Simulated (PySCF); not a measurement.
A structure optimised at ωB97X-D3(BJ)/def2-SVP, used in a PySCF frequency run:

```xyz
4

Cl     1.6705     0.9645    -0.1516
Si     0.0000     0.0000     0.5524
Cl     0.0000    -1.9290    -0.1516
Cl    -1.6705     0.9645    -0.1516
```
Charge 0, spin multiplicity 2.

Question: Write its SMILES, formula and point group.

Answer: Cl[Si](Cl)Cl, Cl₃Si, C3v

Question: What are its rotational constants (standard atomic weights)?

Answer: 2.4196, 2.4196, 1.2771 GHz
